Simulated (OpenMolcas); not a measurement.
# OpenMolcas run: Nd3+

Nd3+ with 4 ligands (fluoride) in tetrahedral coordination (Td) at 2.16 Å. A charge of +0.25 e stands 2.6 Å behind each ligand. Ligand basis ANO-RCC-VDZP.

Input:

```
&GATEWAY
Coord
5

Nd 0.0 0.0 0.0
F 1.247077 1.247077 1.247077
F 1.247077 -1.247077 -1.247077
F -1.247077 1.247077 -1.247077
F -1.247077 -1.247077 1.247077
Basis=Nd.ANO-RCC-VDZP,F.ANO-RCC-VDZP
Group=NoSym
NoMove
AngMom=0.0 0.0 0.0
AMFI
RICD
XField
4 Angstrom 0
2.748188 2.748188 2.748188 0.250000
2.748188 -2.748188 -2.748188 0.250000
-2.748188 2.748188 -2.748188 0.250000
-2.748188 -2.748188 2.748188 0.250000
&SEWARD
&RASSCF
FileOrb=start.orb
Symmetry=1
Spin=4
nActEl=3 0 0
Inactive=47
Ras2=7
CIRoot=35 35 1
SDav=35
CIMx=300
Iter=150 100
PrWF=0.3
OrbListing=Nothing
MaxOrb=0
LevShft=1.0
>>> COPY $Project.JobIph JOB001
&RASSCF
FileOrb=start.orb
Symmetry=1
Spin=2
nActEl=3 0 0
Inactive=47
Ras2=7
CIRoot=112 112 1
SDav=112
CIMx=300
Iter=150 100
PrWF=0.3
OrbListing=Nothing
MaxOrb=0
CIOnly
LevShft=1.0
>>> COPY $Project.JobIph JOB002
&RASSI
NrOfJobIphs=2 30 43
1 2 3 4 5 6 7 8 9 10 11 12 13 14 15 16 17 18 19 20 21 22 23 24 25 26 27
28 29 30
1 2 3 4 5 6 7 8 9 10 11 12 13 14 15 16 17 18 19 20 21 22 23 24 25 26 27
28 29 30 31 32 33 34 35 36 37 38 39 40 41 42 43
IphNames
JOB001
JOB002
EJob
SpinOrbit
DIPRint=1.0
SOCoupling=1000.0
Subsets=2
Property=9
'ANGMOM' 1 'ANGMOM' 2 'ANGMOM' 3 'MLTPL  1' 1 'MLTPL  1' 2 'MLTPL  1' 3
'AMFI' 1 'AMFI' 2 'AMFI' 3
SOProperty=3
'ANGMOM' 1 'ANGMOM' 2 'ANGMOM' 3
```

Launched by
```bash
OMP_NUM_THREADS=1 MOLCAS_MEM=2457 MOLCAS_PROJECT=a pymolcas a.inp > a.log  # once for each step of the input, in one work folder
```

A driver script runs the steps one by one and writes start.orb anew before each from the orbitals found so far, so a CI-only block uses the converged orbitals of the first block.

Output, cut to the results:

```
--- SEWARD ---
Basis set label: ND.ANO-RCC...7S6P4D2F1G.

      Electronic valence basis set:
      ------------------
      Associated Effective Charge  60.000000 au
      Associated Actual Charge     60.000000 au
      Nuclear Model: Point charge

      Shell  nPrim  nBasis  Cartesian Spherical Contaminant
         s      25       7        X
         p      22       6        X
         d      15       4                 X
         f      11       2                 X
         g       4       1                 X
                  Relativistic Douglas-Kroll-Hess integrals:
                    - DKH order of Hamiltonian: 2
                    - DKH order of Properties : 0
                  Atomic mean-field integrals
--- RASSCF ---
Wave function specifications:
      -----------------------------

      Number of closed shell electrons          94
      Number of electrons in active shells       3
      Max number of holes in RAS1 space          0
      Max nr of electrons in RAS3 space          0
      Number of inactive orbitals               47
      Number of active orbitals                  7
      Number of secondary orbitals              70
      Spin quantum number                      1.5
      State symmetry                             1
Orbital specifications:
      -----------------------

      Symmetry species                           1
                                                 a
      Frozen orbitals                            0
      Inactive orbitals                         47
      Active orbitals                            7
      RAS1 orbitals                              0
      RAS2 orbitals                              7
      RAS3 orbitals                              0
      Secondary orbitals                        70
      Deleted orbitals                           0
      Number of basis functions                124
      Number of CSFs                            35
      Number of root(s) required                35
      Iter CI   SX   CI       RASSCF       Energy    max ROT     max BLB   max BLB  Level Ln srch  Step   QN
          iter iter root      energy       change     param      element    value   shift minimum  type update
 Nr of preliminary CI iterations:   1
      Total energies have been shifted. Add               -10000.00 au
        1   1   10    0   -14.09618997    0.00E+00  -5.25E-02   40 108 1 -2.98E-01*  0.79   0.00    SX    NO
        2   1    9    0   -14.72036322   -6.24E-01*  1.67E-02   37  55 1  5.94E-02*  0.95   0.00    SX    NO
        3   1    9    0   -14.77358591   -5.32E-02*  9.16E-03   29  89 1  3.76E-02*  0.97   0.00    SX    NO
        4   1    9    0   -14.78926183   -1.57E-02*  5.55E-03   37  55 1  2.00E-02*  0.97   0.00    SX    NO
        5   1    8    0   -14.79491033   -5.65E-03*  7.58E-03   37  55 1  1.22E-02*  0.97   2.50    LS   YES
        6   1    8    0   -14.79819214   -3.28E-03* -2.44E-03   26  78 1 -5.66E-03*  0.99   1.13    QN   YES
        7   1    8    0   -14.79850341   -3.11E-04* -1.60E-03   27  79 1 -3.17E-03*  0.98   1.66    LS   YES
        8   1    8    0   -14.79856221   -5.88E-05*  8.15E-04   29  89 1 -2.43E-03*  0.98   1.01    QN   YES
        9   1    7    0   -14.79860655   -4.43E-05*  3.80E-04   25  86 1 -5.00E-04*  0.98   1.47    LS   YES
       10   1    7    0   -14.79861150   -4.95E-06*  2.54E-04   44 116 1  9.08E-04*  0.98   1.00    QN   YES
       11   1    7    0   -14.79861627   -4.76E-06*  2.70E-04   44 116 1  3.80E-04*  0.98   2.07    LS   YES
       12   1    6    0   -14.79861803   -1.76E-06* -4.73E-05   20  81 1 -4.24E-04*  0.98   1.02    QN   YES
       13   1    6    0   -14.79861864   -6.12E-07* -3.55E-05   21  82 1 -1.13E-04*  0.98   1.75    LS   YES
       14   1    6    0   -14.79861878   -1.36E-07*  5.41E-05   16  86 1 -1.76E-04*  0.98   0.99    QN   YES
       15   1    5    0   -14.79861889   -1.13E-07*  2.93E-05   16  86 1 -4.97E-05   0.98   1.38    QN   YES
       16   1    5    0   -14.79861891   -2.32E-08*  1.29E-05   32  85 1 -1.12E-05   0.98   1.28    QN   YES
       17   1    4    0   -14.79861892   -8.77E-09  -4.23E-06   16  86 1  8.97E-06   0.98   1.05    QN   YES
      Convergence after 17 iterations
       18   1    4    0   -14.79861892   -8.55E-10  -4.23E-06   27  79 1 -2.77E-06   0.98   1.05    QN   YES
      Natural orbitals and occupation numbers for root  1
      sym 1:   0.434458   0.192554   0.501357   0.501357   0.501357   0.434458   0.434458
...
--- RASSI ---
SPIN-FREE ENERGIES:
  (Shifted by EMIN (a.u.) =     -10014.8651373245)

 SF State       Relative EMIN(au)   Rel lowest level(eV)    D:o, cm**(-1)

     1             0.0000000000        0.0000000000              0.0000
     2             0.0000560424        0.0015249902             12.2999
     3             0.0002504533        0.0068151809             54.9681
     4             0.0002504533        0.0068151809             54.9681
     5             0.0002504533        0.0068151809             54.9681
     6             0.0002711047        0.0073771354             59.5006
     7             0.0002711047        0.0073771354             59.5006
     8             0.0002711047        0.0073771354             59.5006
     9             0.0021244383        0.0578089113            466.2603
    10             0.0021244383        0.0578089113            466.2603
    11             0.0022723201        0.0618329811            498.7166
    12             0.0022723201        0.0618329811            498.7166
    13             0.0022723201        0.0618329811            498.7166
    14             0.0649264417        1.7667384828          14249.7069
    31             0.0650182788        1.7692374981          14269.8628
    32             0.0650182788        1.7692374981          14269.8628
    33             0.0650182788        1.7692374981          14269.8628
    34             0.0651886484        1.7738734901          14307.2546
    35             0.0651886484        1.7738734901          14307.2546
    36             0.0657280247        1.7885506682          14425.6340
    37             0.0657280247        1.7885506682          14425.6340
    38             0.0657280247        1.7885506682          14425.6340
    39             0.0660274920        1.7966995889          14491.3595
    40             0.0660274920        1.7966995889          14491.3595
    41             0.0660274920        1.7966995889          14491.3595
...
```

Spin-orbit levels above the lowest (labels of Td):

| E (cm-1) | Degeneracy | Label | 2S+1 | J | |mJ| (%) | g |
| --- | --- | --- | --- | --- | --- | --- |
| 0.0 | 4 | Γ8 | 4 | 4.52 | 5/2 (50) |  |
| 100.3 | 4 | Γ8 | 4 | 4.53 | 3/2 (49) |  |
| 385.7 | 2 | Γ7 | 4 | 4.51 | 1/2 (58) | 2.64 2.64 2.64 |
| 1983 | 2 | Γ7 | 4 | 5.52 | 7/2 (73) | 3.45 3.45 3.45 |
| 2015 | 4 | Γ8 | 4 | 5.52 | 5/2 (37) |  |
| 2084 | 2 | Γ6 | 4 | 5.52 | 3/2 (46) | 3.42 3.42 3.42 |
| 2220 | 4 | Γ8 | 4 | 5.50 | 1/2 (41) |  |
| 4093 | 2 | Γ7 | 4 | 6.52 | 9/2 (69) | 5.43 5.43 5.43 |
| 4120 | 4 | Γ8 | 4 | 6.52 | 7/2 (39) |  |
| 4153 | 2 | Γ6 | 4 | 6.52 | 5/2 (63) | 2.99 2.99 2.99 |
| 4326 | 2 | Γ6 | 4 | 6.51 | 3/2 (57) | 2.39 2.39 2.39 |
| 4355 | 4 | Γ8 | 4 | 6.51 | 1/2 (43) |  |
| 6265 | 4 | Γ8 | 4 | 7.52 | 11/2 (38) |  |
| 6280 | 4 | Γ8 | 4 | 7.52 | 5/2 (27) |  |
| 6614 | 4 | Γ8 | 4 | 7.51 | 3/2 (28) |  |
| 6622 | 2 | Γ6 | 4 | 7.51 | 13/2 (40) | 6.81 6.81 6.81 |
| 6631 | 2 | Γ7 | 4 | 7.51 | 1/2 (51) | 5.94 5.94 5.94 |
| 15644 | 4 | Γ8 | 2 (87 %) | 4.40 | 7/2 (45) |  |
| 15731 | 2 | Γ7 | 2 | 4.51 | 1/2 (58) | 3.48 3.48 3.48 |
| 15767 | 4 | Γ8 | 4 (65 %) | 2.89 | 1/2 (40) |  |

High states are left out of the spin-orbit mixing, which shifts the levels that they would mix with. Without dynamic correlation the ligand-field splitting of an f shell can come out too small, at times by half. The first state left out of the spin-orbit step lies near 35000 cm-1 above the lowest spin-free state of the reference (among the parities and spins computed), and the lists stop at four fifths of that energy or lower. No measured value stands beside these numbers; the geometry is a model, was not optimised and need not be the one that this ion takes.

The RASSCF and RASSI steps took 53 s on 1 thread of Arm Neoverse V1, with other jobs on the host; the integral step is not counted.
